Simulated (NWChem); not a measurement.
Molecule: C2H3B; SMILES C#CB

```xyz
6

B     -0.0045    -1.3955     0.0116
C     -0.0031     0.1130     0.0101
C     -0.0018     1.3340     0.0096
H     -0.0008     2.4100     0.0090
H      1.0402    -1.9998     0.0129
H     -1.0503    -1.9980     0.0110
```
Atoms are numbered in this order, from 1.

Results from NWChem. Pople sets run with spherical d functions. All runs use the structure optimised with PBE0/def2-SVP. Core excitations by TDA in a window of 1s orbitals, non-relativistic and unshifted: absolute energies depend strongly on the exact-exchange share.

For level B K edge, PBE/6-311G**:

| Item | Result |
|---|---|
| first 1s excitation (eV) | 174.4 |
| dipole oscillator strength of the first | 0.0380 |
| first state with f > 0.002 (eV) | 174.4 |
| dipole oscillator strength of that state | 0.0380 |

Question: Estimate the same quantities for level B K edge, PBE0/6-311G**.

Answer: 
- first 1s excitation (eV) = 179.8
- dipole oscillator strength of the first = 0.0595
- first state with f > 0.002 (eV) = 179.8
- dipole oscillator strength of that state = 0.0595
